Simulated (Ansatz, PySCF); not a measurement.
This PySCF input computes a BLYP/def2-TZVPD energy:

```python
from pyscf import gto, scf, dft

mol = gto.M(
    atom='''
    In    0.67351090    0.03819851   -0.08033283
    Cl   -1.21404545    1.40627265   -1.23000735
    Cl   -0.72725068   -1.51637424    1.46155493
    ''',
    basis='def2-tzvpd',
    ecp='def2-tzvp',
    charge=-1,
    spin=0,
    verbose=4,
)

mf = dft.RKS(mol, xc='blyp').density_fit(auxbasis='def2-universal-jkfit')
mf.grids.level = 3
mf.conv_tol = 1e-9
mf.max_cycle = 100
mf.max_memory = 1500
mf.kernel()
if not mf.converged:
    mf = mf.newton()
    mf.kernel(mf.make_rdm1())
mf.analyze()
```

Write an input for the same energy in Ansatz (a quantum-chemistry and plane-wave program) and say what it gives.


Ansatz 0.2 input:
```yaml
crystal:
  periodic: [false, false, false]
  atoms:
    - {symbol: In, position_ang: [0.67351090, 0.03819851, -0.08033283]}
    - {symbol: Cl, position_ang: [-1.21404545, 1.40627265, -1.23000735]}
    - {symbol: Cl, position_ang: [-0.72725068, -1.51637424, 1.46155493]}
basis:
  gaussian:
    orbitals: def2-TZVPD
hamiltonian:
  xc: {name: BLYP}
total_charge: -1
output: {forces: true}
```
It gives -1110.73255 Eh, and PySCF -1110.73261 Eh, a difference of 0.06 mEh, from the treatment of integrals and grids.
